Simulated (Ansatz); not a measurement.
The Sn1–S2 bond of SnS is stretched (multiplicity 1).


Frozen-core correlation. Filled d and f shells under p-block atoms count as core.

Codes used: Ansatz (Gaussian basis) for Hartree–Fock, density functionals and correlated methods. Values without a source in brackets are computed. In def2 rows elements past Kr take small-core potentials, without spin–orbit coupling.

Natural occupations of CASSCF(10,8)/def2-SVP:

```
R (Å)                                      occupations
-----  -----------------------------------------------
2.223  1.997 1.985 1.968 1.940 1.940 0.068 0.068 0.035
3.890  2.000 1.974 1.611 1.478 1.478 0.531 0.531 0.398
8.891  2.000 2.000 1.968 1.000 1.000 1.000 1.000 0.032
```

Problem. Count the electrons that have left the 5 most occupied orbitals, and the effectively unpaired electrons Σ min(n, 2 − n).

Solution. 
- R = 2.223 Å: 0.17 electrons in the weakly occupied orbitals, 0.34 unpaired
- R = 3.890 Å: 1.46 electrons in the weakly occupied orbitals, 2.92 unpaired
- R = 8.891 Å: 2.03 electrons in the weakly occupied orbitals, 4.06 unpaired
Each bonding pair that breaks into one electron on either fragment adds two; pairs that stay whole add only the little that their own correlation moves into empty orbitals.

Ansatz is a program for electronic structure.
